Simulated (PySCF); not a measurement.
C6H8P (charge -1).
Bonds: C1–C2, C2–C3, C3–C4 (aromatic), C4–C5 (aromatic), C5–P6 (aromatic), P6–C7 (aromatic), C3–C7 (aromatic). Hydrogens: H8, H9, H10 on C1; H11, H12 on C2; H13 on C4; H14 on C5; H15 on C7.

Probes without a nucleus sit at each ring's centroid and 1 Å off its mean plane on both sides; NICS is minus the shielding there, NICSzz its component along the normal. Level: GIAO PBE0/pcSseg-1 (PySCF, non-relativistic, gas phase) on the GFN2-xTB geometry, one conformer.

Ring bond lengths (Å), with Mayer bond orders in brackets: C3–C4 1.402 (1.33), C4–C5 1.377 (1.48), C5–P6 1.745 (1.29), P6–C7 1.744 (1.27), C7–C3 1.381 (1.49).

Task: What do the NICS probes read (ppm)?

Result: 
| ring | type | NICS(0) | NICS(1), two faces | NICS(1)zz, two faces | rms pucker (Å) | centre to ring atoms, mean (Å) |
| --- | --- | --- | --- | --- | --- | --- |
| C3–C4–C5–P6–C7 | 5-membered ring with P; formal bonds all aromatic | -12.8 | -11.2 / -11.5 | -29.3 / -30.7 | 0.00 | 1.29 |

Task: What do they say, and how far can they be read as aromaticity?

Result: 
- C3–C4–C5–P6–C7: mean NICS(1)zz -30.0 ppm, shielded.

Task: What does the geometric index give? HOMA = 1 − mean of α(R − Ropt)² over the ring bonds, with Krygowski's 1993 parameters (CC: Ropt 1.388 Å, α 257.7 Å⁻²; CP: Ropt 1.698 Å, α 118.91 Å⁻²).

Result: 
- C3–C4–C5–P6–C7: HOMA 0.88; the largest term is that of C5–P6, α(R − Ropt)² = 0.26.

Task: What field does 7.05 T along the ring normal induce along that normal at the first NICS(1) probe listed for ring C3–C4–C5–P6–C7, 1 Å off the ring?

Result: NICSzz × B0 = -29.3 ppm × 7.05 T = -207 μT, against the applied field.

Task: Give the inner angles of the rings and the Hirshfeld charges of the ring atoms.

Result: 
- C3–C4–C5–P6–C7: C3 111.8° (-0.069 e), C4 112.9° (-0.147 e), C5 112.8° (-0.206 e), P6 89.3° (-0.242 e), C7 113.3° (-0.204 e); sum 540.0° against 540° for a flat convex ring.

Shape of the structure used: `[CH3:1][CH2:2][c:3]1[cH:4][cH:5][p-:6][cH:7]1`: C1–C2–C3–C4 -86°.
